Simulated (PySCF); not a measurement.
PySCF job for Se(SH)2 (H2S2Se), SMILES S[Se]S, ADC(2)/aug-cc-pVDZ. Geometry optimised at ωB97X-D3(BJ)/def2-TZVP. Other conformers were not sampled.

```python
import numpy as np
from pyscf import gto, scf, dft, adc

mol = gto.M(
    atom='''
    Se   -0.00000000    0.00000000    0.67679245
    S     1.71381195   -0.08402426   -0.66628714
    H     1.86407671    1.23601598   -0.84487734
    S    -1.71381194    0.08402426   -0.66628715
    H    -1.86407670   -1.23601598   -0.84487733
    ''',
    basis='aug-cc-pVDZ',
    charge=0,
    spin=0,
    max_memory=1600,
    verbose=4,
)
mf = scf.RHF(mol)
mf.conv_tol = 1e-10
mf.max_cycle = 100
mf.kernel()
res = {}
for kind, nroots in (('ee', 6), ('ip', 6), ('ea', 2)):
    a = adc.ADC(mf).density_fit('aug-cc-pvdz-ri')
    a.method, a.method_type = 'adc(2)', kind
    e, v, p, x = a.kernel(nroots=nroots)
    res[kind] = (e * 27.211386245988, p)
for kind, (e, p) in res.items():
    print(kind, 'energies / eV', np.round(e, 3), 'strengths', np.round(p, 4))
```

Output:

```
PySCF version 2.14.0

[INPUT] verbose = 4
[INPUT] num. atoms = 5
[INPUT] num. electrons = 68
[INPUT] charge = 0
[INPUT] spin (= nelec alpha-beta = 2S) = 0
[INPUT] symmetry False subgroup None
[INPUT] Mole.unit = angstrom
[INPUT] Symbol           X                Y                Z      unit          X                Y                Z       unit  Magmom
[INPUT]  1 Se     0.000000000000   0.000000000000   0.676792450000 AA    0.000000000000   0.000000000000   1.278952373673 Bohr   0.0
[INPUT]  2 S      1.713811950000  -0.084024260000  -0.666287140000 AA    3.238635214507  -0.158782839219  -1.259100214920 Bohr   0.0
[INPUT]  3 H      1.864076710000   1.236015980000  -0.844877340000 AA    3.522594457080   2.335731687786  -1.596586781451 Bohr   0.0
[INPUT]  4 S     -1.713811940000   0.084024260000  -0.666287150000 AA   -3.238635195610   0.158782839219  -1.259100233817 Bohr   0.0
[INPUT]  5 H     -1.864076700000  -1.236015980000  -0.844877330000 AA   -3.522594438183  -2.335731687786  -1.596586762554 Bohr   0.0

nuclear repulsion = 334.25125583927
number of shells = 35
number of NR pGTOs = 208
number of NR cGTOs = 108
basis = aug-cc-pVDZ
ecp = {}


******** <class 'pyscf.scf.hf.RHF'> ********
method = RHF
initial guess = minao
damping factor = 0
level_shift factor = 0
DIIS = <class 'pyscf.scf.diis.CDIIS'>
diis_start_cycle = 1
diis_space = 8
diis_damp = 0
SCF conv_tol = 1e-10
SCF conv_tol_grad = None
SCF max_cycles = 100
direct_scf = True
direct_scf_tol = 1e-13
Set gradient conv threshold to 1e-05
Initial guess from minao.
init E= -3195.38695867193
  HOMO = -0.252668265188962  LUMO = -0.0285017715133606  gap/eV = 6.09988
cycle= 1 E= -3196.02411660509  delta_E= -0.637  |g|= 0.268  |ddm|= 2.28
  HOMO = -0.384855000902752  LUMO = 0.0298654958118854  gap/eV = 11.28512
cycle= 2 E= -3196.05509720186  delta_E= -0.031  |g|= 0.0928  |ddm|= 0.369
  HOMO = -0.357991221011259  LUMO = 0.0374096733750684  gap/eV = 10.75941
cycle= 3 E= -3196.05858746389  delta_E= -0.00349  |g|= 0.0315  |ddm|= 0.133
  HOMO = -0.365596735153906  LUMO = 0.0377392034958661  gap/eV = 10.97533
cycle= 4 E= -3196.05925530512  delta_E= -0.000668  |g|= 0.00976  |ddm|= 0.0541
  HOMO = -0.364154928436603  LUMO = 0.0375819858241671  gap/eV = 10.93182
cycle= 5 E= -3196.05932174658  delta_E= -6.64e-05  |g|= 0.0025  |ddm|= 0.0192
  HOMO = -0.364372685916474  LUMO = 0.0375916508797309  gap/eV = 10.93801
cycle= 6 E= -3196.05932905486  delta_E= -7.31e-06  |g|= 0.00094  |ddm|= 0.0076
  HOMO = -0.364310915309361  LUMO = 0.0375612035458053  gap/eV = 10.93550
cycle= 7 E= -3196.05932989732  delta_E= -8.42e-07  |g|= 0.000326  |ddm|= 0.00236
  HOMO = -0.364248976287448  LUMO = 0.0375638784156145  gap/eV = 10.93388
cycle= 8 E= -3196.05933004612  delta_E= -1.49e-07  |g|= 7.95e-05  |ddm|= 0.00126
  HOMO = -0.364232171542777  LUMO = 0.0375633775742896  gap/eV = 10.93341
cycle= 9 E= -3196.05933005453  delta_E= -8.41e-09  |g|= 1.35e-05  |ddm|= 0.000335
  HOMO = -0.364229899029493  LUMO = 0.037563407371787  gap/eV = 10.93335
cycle= 10 E= -3196.05933005471  delta_E= -1.85e-10  |g|= 4.01e-06  |ddm|= 4.31e-05
  HOMO = -0.364230052951646  LUMO = 0.0375633630625418  gap/eV = 10.93336
cycle= 11 E= -3196.05933005474  delta_E= -2.64e-11  |g|= 1.09e-06  |ddm|= 1.1e-05
  HOMO = -0.364229936479433  LUMO = 0.037563351357472  gap/eV = 10.93335
Extra cycle  E= -3196.05933005473  delta_E= 6.82e-12  |g|= 5.04e-07  |ddm|= 2.36e-06
converged SCF energy = -3196.05933005473

******** <class 'pyscf.adc.radc.RADC'> ********
******** ADC Orbital Information ********
Number of Frozen Occupied Orbitals: 0
Number of Frozen Virtual Orbitals: 0
Number of Active Occupied Orbitals: 34
Number of Active Virtual Orbitals: 74
*****************************************
******** <class 'pyscf.df.df.DF'> ********
auxbasis = aug-cc-pvdz-ri
Reference correlation energy (doubles): -0.45491166
MP2 correlation energy of reference state (a.u.) = -0.45491166

******** <class 'pyscf.adc.radc_ee.RADCEE'> ********
max_space = 12
max_cycle = 50
conv_tol = 1e-08

*************************************************************
        ADC calculation summary (singlet states only)
*************************************************************
adc(2) root 0  |  Energy (Eh) =   0.1666275367  |  Energy (eV) =   4.53416622  |  Osc. strength = 0.00677020  |  conv = True
adc(2) root 1  |  Energy (Eh) =   0.1764521268  |  Energy (eV) =   4.80150694  |  Osc. strength = 0.00300057  |  conv = True
adc(2) root 2  |  Energy (Eh) =   0.1779782905  |  Energy (eV) =   4.84303596  |  Osc. strength = 0.02685556  |  conv = True
adc(2) root 3  |  Energy (Eh) =   0.1893097418  |  Energy (eV) =   5.15138046  |  Osc. strength = 0.02441570  |  conv = True
adc(2) root 4  |  Energy (Eh) =   0.1995585201  |  Energy (eV) =   5.43026392  |  Osc. strength = 0.00016412  |  conv = True
adc(2) root 5  |  Energy (Eh) =   0.2087034084  |  Energy (eV) =   5.67910901  |  Osc. strength = 0.00274928  |  conv = True

******** <class 'pyscf.adc.radc.RADC'> ********
******** ADC Orbital Information ********
Number of Frozen Occupied Orbitals: 0
Number of Frozen Virtual Orbitals: 0
Number of Active Occupied Orbitals: 34
Number of Active Virtual Orbitals: 74
*****************************************
******** <class 'pyscf.df.df.DF'> ********
auxbasis = aug-cc-pvdz-ri
Reference correlation energy (doubles): -0.45491166
MP2 correlation energy of reference state (a.u.) = -0.45491166

******** <class 'pyscf.adc.radc_ip.RADCIP'> ********
max_space = 12
max_cycle = 50
conv_tol = 1e-08

*************************************************************
        ADC calculation summary (doublet states only)
*************************************************************
adc(2) root 0  |  Energy (Eh) =   0.3232726806  |  Energy (eV) =   8.79669770  |  Spec. factor = 1.79319468  |  conv = True
adc(2) root 1  |  Energy (Eh) =   0.3350743430  |  Energy (eV) =   9.11783729  |  Spec. factor = 1.77336919  |  conv = True
adc(2) root 2  |  Energy (Eh) =   0.3488037163  |  Energy (eV) =   9.49143257  |  Spec. factor = 1.77739003  |  conv = True
adc(2) root 3  |  Energy (Eh) =   0.4357963567  |  Energy (eV) =  11.85862289  |  Spec. factor = 1.75555098  |  conv = True
adc(2) root 4  |  Energy (Eh) =   0.4567716906  |  Energy (eV) =  12.42939080  |  Spec. factor = 1.75494837  |  conv = True
adc(2) root 5  |  Energy (Eh) =   0.4961372170  |  Energy (eV) =  13.50058133  |  Spec. factor = 1.75198087  |  conv = True

******** <class 'pyscf.adc.radc.RADC'> ********
******** ADC Orbital Information ********
Number of Frozen Occupied Orbitals: 0
Number of Frozen Virtual Orbitals: 0
Number of Active Occupied Orbitals: 34
Number of Active Virtual Orbitals: 74
*****************************************
******** <class 'pyscf.df.df.DF'> ********
auxbasis = aug-cc-pvdz-ri
Reference correlation energy (doubles): -0.45491166
MP2 correlation energy of reference state (a.u.) = -0.45491166

******** <class 'pyscf.adc.radc_ea.RADCEA'> ********
max_space = 12
max_cycle = 50
conv_tol = 1e-08

*************************************************************
        ADC calculation summary (doublet states only)
*************************************************************
adc(2) root 0  |  Energy (Eh) =   0.0046722817  |  Energy (eV) =   0.12713926  |  Spec. factor = 1.85759169  |  conv = True
adc(2) root 1  |  Energy (Eh) =   0.0186901538  |  Energy (eV) =   0.50858499  |  Spec. factor = 1.88645090  |  conv = True
ee energies / eV [4.534 4.802 4.843 5.151 5.43  5.679] strengths [0.0068 0.003  0.0269 0.0244 0.0002 0.0027]
ip energies / eV [ 8.797  9.118  9.491 11.859 12.429 13.501] strengths [1.7932 1.7734 1.7774 1.7556 1.7549 1.752 ]
ea energies / eV [0.127 0.509] strengths [1.8576 1.8865]
```

The run converged.
